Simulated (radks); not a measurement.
Q: These are the eigenvalues of the occupied orbitals of an atom or ion with whole-number occupations (hartree). Method: scalar-relativistic Kohn-Sham, PBE, spin-polarised, spherical densities, point nucleus; computed with a radial shooting solver on a logarithmic mesh with Libxc functionals.

orbital  eigenvalue
1s up     -77.48180
1s down   -77.47656
2s up      -7.25968
2s down    -7.25400
2p up      -5.44387
2p down    -5.43625
3s up      -1.27037
3s down    -1.21855
3p up      -0.91390

Which element is it, and in what charge state? The configuration may be excited. Open shells, if any, are filled with parallel spins first.

A: Z = 15, phosphorus, charge +2: P2+ in [Ne] 3s2 3p1. The list shows which subshells hold electrons but not how many an open one holds; the 1s level, -77.482 hartree, gives Z - s = 12.4 by -(Z - s)^2/2, which with screening and relativity narrows Z to a few neighbours, and the depths of the outer levels then fix element, charge and occupations together.
